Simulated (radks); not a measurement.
The numbers below are computed, except where a source is named.
Polarisability of the barium ion Ba8+, [Kr] 4d10 5s2, at imaginary frequency. Level of theory: scalar-relativistic Kohn-Sham, LDA (Slater exchange, VWN5 correlation), spin-polarised, spherical densities, finite nucleus; Fermi nuclear charge, rms radius 4.8378 fm (a radial shooting solver on a logarithmic mesh with Libxc functionals). Response by self-consistent Sternheimer equations with the Hartree and adiabatic LDA kernel, the relativistic mass of each level held fixed and spin-orbit coupling left out.

| w (hartree) | alpha1(iw) (bohr^3) | alpha2(iw) (bohr^5) |
|---|---|---|
| 0.00266 | 2.995 | 3.675 |
| 0.0143 | 2.994 | 3.674 |
| 0.0360 | 2.990 | 3.673 |
| 0.0697 | 2.978 | 3.669 |
| 0.118 | 2.947 | 3.659 |
| 0.186 | 2.880 | 3.636 |
| 0.280 | 2.748 | 3.588 |
| 0.413 | 2.516 | 3.493 |
| 0.605 | 2.160 | 3.308 |
| 0.892 | 1.704 | 2.969 |
| 1.35 | 1.237 | 2.411 |
| 2.12 | 0.8389 | 1.661 |
| 3.59 | 0.5114 | 0.9223 |
| 6.94 | 0.2320 | 0.3897 |
| 17.5 | 0.05868 | 0.09127 |

Static values: alpha1 = 2.995 bohr^3 (0.4438 angstrom^3; uncoupled 5.258), alpha2 = 3.675 bohr^5, alpha3 = 9.781 bohr^7. C6 = 8.039, C8 = 62.51, triple-dipole C9 = 15.98 atomic units. One-pole (London) frequency 4 C6 / (3 alpha1^2) = 1.195 hartree, against 4.601 for minus the highest occupied eigenvalue.
